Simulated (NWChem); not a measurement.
System: WN$_{3}$H$_{5}$O; SMILES [NH2][W]([OH])(=[NH])=[NH]

NWChem input:

```
start job
memory heap 200 mb stack 900 mb global 1100 mb
geometry units angstroms noautoz
  W      0.064092     0.025129     0.000410
  N     -0.908120     0.168287    -1.452508
  H     -1.744316     0.276745    -2.015570
  N     -0.904609     0.171467     1.455307
  H     -1.738707     0.280309     2.021379
  O      0.986404    -1.646477     0.000866
  H      0.620767    -2.534908    -0.003952
  N      1.320219     1.520441    -0.002399
  H      1.581282     2.036596     0.832060
  H      1.580273     2.034248    -0.838623
end
basis spherical
  W library def2-svp
  N library def2-svp
  H library def2-svp
  O library def2-svp
end
ecp
  W library def2-ecp
end
dft
  xc m06-l
  iterations 150
  mulliken
end
task dft gradient
```

Output (shortened):

```
             Northwest Computational Chemistry Package (NWChem) 7.3.0
             --------------------------------------------------------

 C1  symmetry detected

                             Geometry "geometry" -> ""
                             -------------------------

 Output coordinates in angstroms (scale by  1.889725989 to convert to a.u.)

  No.       Tag          Charge          X              Y              Z
 ---- ---------------- ---------- -------------- -------------- --------------
    1 W                   74.0000    -0.02283272    -0.01198903     0.00004062
    2 N                    7.0000    -1.00071190     0.05068275    -1.45477403
    3 H                    1.0000    -1.84190092     0.09008025    -2.01946382
    4 N                    7.0000    -1.00307393     0.05463112     1.45304119
    5 H                    1.0000    -1.84437819     0.09477412     2.01748716
    6 O                    8.0000     1.03350217    -1.60229568     0.00279964
    7 H                    1.0000     0.74199226    -2.51772888    -0.00242521
    8 N                    7.0000     1.10639160     1.58133220    -0.00086261
    9 H                    1.0000     1.32262294     2.11730533     0.83392389
   10 H                    1.0000     1.32502762     2.11460034    -0.83675715

 Effective nuclear repulsion energy (a.u.)     781.7503504896

                                 NWChem DFT Module
                                 -----------------

 Summary of "ao basis" -> "ao basis" (spherical)
 ------------------------------------------------------------------------------
       Tag                 Description            Shells   Functions and Types
 ---------------- ------------------------------  ------  ---------------------
 W                          def2-svp                12       32   6s3p2d1f
 N                          def2-svp                 6       14   3s2p1d
 H                          def2-svp                 3        5   2s1p
 O                          def2-svp                 6       14   3s2p1d

            General Information
            -------------------
          SCF calculation type: DFT
          Wavefunction type:  closed shell.
          No. of atoms     :    10
          No. of electrons :    48
           Alpha electrons :    24
            Beta electrons :    24
          Charge           :     0
          Spin multiplicity:     1
          Use of symmetry is: off; symmetry adaption is: off
          Maximum number of iterations: 150
          AO basis - number of functions:   113
                     number of shells:    51
          Convergence on energy requested:  1.00D-06
          Convergence on density requested:  1.00D-05
          Convergence on gradient requested:  5.00D-04

              XC Information
              --------------
                        M06-L Method XC Functional
                         M06-L Exchange Functional  1.000
                       M06-L Correlation Potential  1.000

             Grid Information
             ----------------
          Grid used for XC integration:  medium
          Radial quadrature: Mura-Knowles
          Angular quadrature: Lebedev.
          Tag              B.-S. Rad. Rad. Pts. Rad. Cut. Ang. Pts.
          ---              ---------- --------- --------- ---------
          W                   1.35      123           9.0       590
          N                   0.65       49          11.0       434
          H                   0.35       45          12.0       434
          O                   0.60       49          10.0       434
          Grid pruning is: on
          Number of quadrature shells:   544
          Spatial weights used:  Erf1

      Superposition of Atomic Density Guess
      -------------------------------------

 Sum of atomic energies:        -313.09671017

      Non-variational initial energy
      ------------------------------

 Total energy =    -307.230864
 1-e energy   =    -879.195803
 2-e energy   =     349.888223
 HOMO         =      -0.347939
 LUMO         =      -0.000493

     ---------------------------------------------
      Total Density - Mulliken Population Analysis
     ---------------------------------------------

    Atom       Charge   Shell Charges
 -----------   ------   -------------------------------------------------------
    1 W   14    11.54   0.04 -0.35  1.80  0.54  0.37  0.07  5.49  0.56  0.18  2.25  0.43  0.15
    2 N    7     8.05   1.99  1.09  0.58  2.65  1.75  0.01
    3 H    1     0.76   0.60  0.12  0.04
    4 N    7     8.05   1.99  1.09  0.58  2.65  1.75  0.01
    5 H    1     0.76   0.60  0.12  0.04
    6 O    8     8.86   1.99  1.10  0.67  3.11  1.98  0.00
    7 H    1     0.64   0.52  0.06  0.06
    8 N    7     7.85   1.99  1.03  0.50  2.58  1.74  0.01
    9 H    1     0.74   0.59  0.11  0.04
   10 H    1     0.74   0.59  0.11  0.04

   convergence    iter        energy       DeltaE   RMS-Dens  Diis-err
 ---------------- ----- ----------------- --------- --------- ---------
 d= 0,ls=0.0,diis     1   -309.2137283400 -5.31D+02  3.73D-02  2.67D+00
 d= 0,ls=0.0,diis     2   -305.3976943483  3.82D+00  3.23D-02  3.27D+01
 d= 0,ls=0.0,diis     3   -309.4394974118 -4.04D+00  6.40D-03  7.51D-01
 d= 0,ls=0.0,diis     4   -309.5035244937 -6.40D-02  2.71D-03  2.09D-01
 d= 0,ls=0.0,diis     5   -309.5244400436 -2.09D-02  9.79D-04  1.78D-02
  Resetting Diis
 d= 0,ls=0.0,diis     6   -309.5195744398  4.87D-03  7.16D-04  5.13D-03
 d= 0,ls=0.0,diis     7   -309.5208258532 -1.25D-03  1.85D-03  2.31D-03
 d= 0,ls=0.0,diis     8   -309.5218492296 -1.02D-03  4.38D-04  1.70D-03
 d= 0,ls=0.0,diis     9   -309.5218026108  4.66D-05  3.49D-04  2.18D-03
 d= 0,ls=0.0,diis    10   -309.5219753135 -1.73D-04  1.48D-04  6.45D-04
 d= 0,ls=0.0,diis    11   -309.5220519096 -7.66D-05  3.75D-05  2.90D-05
 d= 0,ls=0.0,diis    12   -309.5220545855 -2.68D-06  1.61D-05  6.93D-06
 d= 0,ls=0.0,diis    13   -309.5220553094 -7.24D-07  1.78D-06  3.53D-08

         Total DFT energy =     -309.522055309411
      One electron energy =     -885.291752779416
           Coulomb energy =      392.480743706067
    Exchange-Corr. energy =      -38.787761313674
 Nuclear repulsion energy =      222.076715077612

 Numeric. integr. density =       48.000012857810

                       DFT Final Molecular Orbital Analysis
                       ------------------------------------

 Vector   22  Occ=2.000000D+00  E=-2.460744D-01
              MO Center= -2.7D-01,  3.6D-01,  3.9D-03, r^2= 3.8D+00
   Bfn.  Coefficient  Atom+Function         Bfn.  Coefficient  Atom+Function
  ----- ------------  ---------------      ----- ------------  ---------------
    93     -0.280152   8 N  px               56      0.272851   4 N  py
    37      0.269730   2 N  py               96      0.259236   8 N  px
    59     -0.215352   4 N  py               40     -0.212929   2 N  py
     8      0.203160   1 W  py               16      0.169687   1 W  d -2
    74     -0.155308   6 O  px               77     -0.145423   6 O  px

 Vector   23  Occ=2.000000D+00  E=-2.246811D-01
              MO Center=  1.5D-01,  6.8D-01,  5.3D-03, r^2= 3.7D+00
   Bfn.  Coefficient  Atom+Function         Bfn.  Coefficient  Atom+Function
  ----- ------------  ---------------      ----- ------------  ---------------
    93      0.321759   8 N  px               96     -0.260328   8 N  px
    94     -0.258604   8 N  py               37      0.241005   2 N  py
    97      0.240932   8 N  py               56      0.237791   4 N  py
    40     -0.195799   2 N  py               59     -0.193063   4 N  py
    92     -0.146042   8 N  s                16      0.139333   1 W  d -2

 Vector   24  Occ=2.000000D+00  E=-2.220556D-01
              MO Center= -5.5D-01, -2.3D-01,  4.3D-04, r^2= 3.5D+00
   Bfn.  Coefficient  Atom+Function         Bfn.  Coefficient  Atom+Function
  ----- ------------  ---------------      ----- ------------  ---------------
    76     -0.261170   6 O  pz               36      0.257486   2 N  px
    55     -0.255784   4 N  px               38     -0.238098   2 N  pz
    57     -0.236296   4 N  pz               39     -0.208851   2 N  px
    58      0.207423   4 N  px               79     -0.207570   6 O  pz
    19     -0.193570   1 W  d  1             41      0.180147   2 N  pz

 Vector   25  Occ=0.000000D+00  E=-3.389093D-02
              MO Center=  3.6D-02,  1.6D-03, -5.6D-04, r^2= 2.6D+00
   Bfn.  Coefficient  Atom+Function         Bfn.  Coefficient  Atom+Function
  ----- ------------  ---------------      ----- ------------  ---------------
    20      0.762371   1 W  d  2             18     -0.290818   1 W  d  0
    96     -0.238769   8 N  px               41     -0.216168   2 N  pz
    60      0.217212   4 N  pz               93      0.208490   8 N  px
    86      0.184881   7 H  s                38      0.167888   2 N  pz
    57     -0.168716   4 N  pz               16     -0.161578   1 W  d -2

[...]

                         DFT ENERGY GRADIENTS

    atom               coordinates                        gradient
                 x          y          z           x          y          z
   1 W      -0.043148  -0.022656   0.000077   -0.000187   0.000308   0.000000
   2 N      -1.891071   0.095777  -2.749124    0.004220  -0.000417   0.008461
   3 H      -3.480688   0.170227  -3.816233    0.000721   0.000072   0.000362
   4 N      -1.895535   0.103238   2.745850    0.004247  -0.000460  -0.008457
   5 H      -3.485369   0.179097   3.812498    0.000703   0.000081  -0.000354
   6 O       1.953036  -3.027900   0.005291   -0.004648   0.006692  -0.000028
   7 H       1.402162  -4.757818  -0.004583   -0.000137  -0.000174   0.000011
   8 N       2.090777   2.988285  -0.001630   -0.004009  -0.003931   0.000004
   9 H       2.499395   4.001127   1.575888   -0.000456  -0.001085   0.000897
  10 H       2.503939   3.996015  -1.581242   -0.000453  -0.001086  -0.000898
```

Level: M06-L/def2-SVP with def2 effective core potentials on W. Coordinates come from a PBE0/def2-SVP optimisation. Not confirmed as a minimum by frequencies. def2 effective core potentials on W; no spin-orbit coupling.
